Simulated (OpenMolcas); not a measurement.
## S2+: effect of the active space

```json
{
 "Program": "OpenMolcas",
 "Method": "MS-CASPT2 or its RAS form, IPEA 0.25 Eh, imaginary shift 0.1 Eh",
 "Basis": "ANO-RCC-VQZP",
 "Scalar Hamiltonian": "DKH2, point nucleus",
 "Spin-orbit coupling": "RASSI with atomic mean-field integrals over the reference wave functions, term energies averaged over their components"
}
```

A. 4 electrons in 4 orbitals (3s 3p); 2S+1 = 3 even, 6 roots; 2S+1 = 1 even, 12 roots; 2S+1 = 5 odd, 1 root; 2S+1 = 3 odd, 9 roots; 2S+1 = 1 odd, 8 roots; closed shells correlated: 2s 2p; CASPT2 step of the order of 5 core-seconds
B. 2 electrons in 9 orbitals (RAS2 3p; RAS3 3d 4s, at most 1 electron); 2S+1 = 3 even, 3 roots; 2S+1 = 1 even, 6 roots; 2S+1 = 3 odd, 18 roots; 2S+1 = 1 odd, 18 roots; closed shells correlated: 2s 2p 3s; CASPT2 step roughly 30 core-seconds
C. 4 electrons in 9 orbitals (RAS2 3s 3p; RAS3 3d, at most 2 electrons); 2S+1 = 3 even, 6 roots; 2S+1 = 1 even, 12 roots; 2S+1 = 5 odd, 1 root; 2S+1 = 3 odd, 8 roots; 2S+1 = 1 odd, 8 roots; closed shells correlated: 2s 2p; CASPT2 step of the order of 30 core-seconds

Energies in cm⁻¹ above 3s² 3p² ³P₀, the measured ground level; measured values from NIST levels in Podobedova, Kelleher and Wiese, J. Phys. Chem. Ref. Data 38, 171 (2009).

```json
{"Level": "3s² 3p² ³P₀", "A": "0.0", "B": "0.0", "C": "0.0", "Measured": "0.0"}
{"Level": "3s² 3p² ³P₁", "A": "265", "B": "265", "C": "260", "Measured": "299"}
{"Level": "3s² 3p² ³P₂", "A": "745", "B": "754", "C": "734", "Measured": "833"}
{"Level": "3s² 3p² ¹D₂", "A": "10640", "B": "11150", "C": "11380", "Measured": "11323"}
{"Level": "3s² 3p² ¹S₀", "A": "25270", "B": "32380", "C": "27230", "Measured": "27161"}
```

Deviations, from unrounded energies. A percentage is the sum of absolute deviations over the sum of measured energies, with the sign that they share, or ± where signs differ.

```json
{"Against measurement": "mean absolute deviation (cm-1)", "Levels": "4", "A": "670", "B": "1400", "C": "67"}
{"Against measurement": "fine structure of the ground term (%)", "Levels": "2", "A": "-10.8", "B": "-10.0", "C": "-12.1"}
{"Against measurement": "other terms of the ground configuration (%)", "Levels": "2", "A": "-6.7", "B": "±14.0", "C": "+0.3"}
```

C lies closest to measurement on these levels and B furthest from it. The largest miss of C in the table is 3s² 3p² ³P₂, by -99 cm-1. The ranking rests on the paired levels alone, and a cruder setting can come out closer through cancelling errors.

Among A to C the level of the table that moves most is 3s² 3p² ¹S₀, by 7100 cm-1 (lowest in A, highest in B). Moves below CASPT2's spread within the term are not significant.

CASPT2 breaks the degeneracy within a term, and the mean is taken; among the terms shown or strongly mixed into the levels shown the widest spread is 180 cm-1 (3s² 3p² ¹D, B). Over all roots computed the reference weight is 0.85 to 0.99 in A, 0.87 to 0.97 in B; the roots of lowest weight are the least certain, and an intruder state may touch them. With the s shell closed, the reference lacks s² → p² mixing (holds for B). Some terms miss by over 15 % even with CASPT2, which points to a basis or an active space too small for the shells correlated (holds for B). The run also gave levels led by 3s 3p² 3d, 3s² 3p 3d, which use shells meant for correlation; these and all levels above them are left out (holds for C). Measured partners are found by configuration, term and J. A level has none where our copy of the source lacks it or the pairing is in doubt (some pairs that miss far off the trend of their configuration count as doubtful), and it then counts in no deviation. Levels of configurations outside the active space are missing. The table leaves out levels that lie high or whose names do not pair safely across all columns.
